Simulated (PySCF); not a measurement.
A structure optimised at PBE-D3(BJ)/def2-SVP, used in a PySCF frequency run:

```
C
F 1 1.3819
F 1 1.3819 2 105.79
C 1 1.4719 2 109.12 3 -117.27
C 4 1.2203 2 146.00 1 179.57
H 5 1.0818 3 157.22 1 178.98
C 1 1.5067 2 108.37 3 116.04
C 7 1.3403 1 125.49 2 122.82
H 8 1.1002 7 121.05 1 180.00
H 8 1.1017 9 117.74 7 180.00
H 7 1.1031 8 122.09 9 0.00
```

Write its SMILES, formula and point group.

C#CC(F)(F)C=C, C5H4F2, Cs

What are its rotational constants (standard atomic weights)?

2.9328, 2.6819, 1.8825 GHz
